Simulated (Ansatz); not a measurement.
Consider the substitution at a C–Al bond: `CC[CH](C)[AlH2]` + HBr → `CCC(C)Br` + `[AlH3]`.

Calculated with Ansatz (gas phase, PBE0-D4/def2-TZVP geometries, no zero-point term in ΔE). CBS: MP2 limit from def2 TZ/QZ plus the TZ coupled-cluster correction, frozen cores. This one scheme is used for every species. DFT in def2-TZVPP. B3LYP here is the variant with VWN-RPA as its local correlation; programs differ in this. For Br outer-core shells are correlated without core-valence functions, which leaves a few kJ/mol of doubt a bond. Scalar relativity is left out up to krypton. Each species was taken in one conformer, which may not be the lowest.

`CC[CH](C)[AlH2]`:

Z-matrix (Å, degrees):
```
C
C 1 1.520
H 1 1.102 2 111.6
H 1 1.093 2 111.3 3 119.9
H 1 1.092 2 112.4 3 -118.8
C 2 1.529 1 112.4 3 -62.5
H 2 1.099 1 109.5 3 174.5
H 2 1.097 1 109.2 3 59.1
Al 6 1.973 2 107.2 1 53.2
C 6 1.527 2 111.6 1 178.0
H 6 1.099 2 108.0 1 -62.8
H 9 1.594 6 117.9 2 54.1
H 9 1.593 6 123.0 2 -126.5
H 10 1.094 6 112.4 2 175.6
H 10 1.095 6 111.6 2 -63.7
H 10 1.097 6 111.4 2 55.6
```

HBr:

Z-matrix (Å, degrees):
```
Br
H 1 1.420
```

`CCC(C)Br`:

```xyz
14

C     1.191   -0.864   -1.282
C     0.756    0.037   -0.142
C    -0.728    0.013    0.159
C    -1.142    1.019    1.205
Br   -1.269   -1.784    0.764
H     2.260   -0.755   -1.475
H     0.993   -1.912   -1.053
H     0.658   -0.616   -2.205
H     1.002    1.079   -0.383
H     1.306   -0.207    0.772
H    -1.303    0.146   -0.758
H    -0.901    2.027    0.852
H    -0.609    0.848    2.142
H    -2.213    0.971    1.404
```

`[AlH3]`:

Cartesian coordinates in Å:
```
Al 0.000 0.000 0.000
H 0.263 1.369 0.756
H 1.153 -1.084 -0.099
H -1.415 -0.285 -0.657
```

```
          species  B3LYP-D4 energy (Eh)
`CC[CH](C)[AlH2]`            -401.57486
              HBr           -2574.79010
       `CCC(C)Br`           -2732.12492
         `[AlH3]`            -244.23481
```

Q: Work out ΔE.

A: ΔE = (-2732.12492) + (-244.23481) − (-401.57486) − (-2574.79010) = 0.00523 Eh = +0.14 eV. CCSD(T)/CBS gives +0.12 eV.

Largest T1 diagnostic among the species: 0.009.

In def2-TZVPP, CCSD(T) changes the Hartree–Fock value by +0.10 eV (the triples alone add −0.00 eV) and MP2 by +0.08 eV.
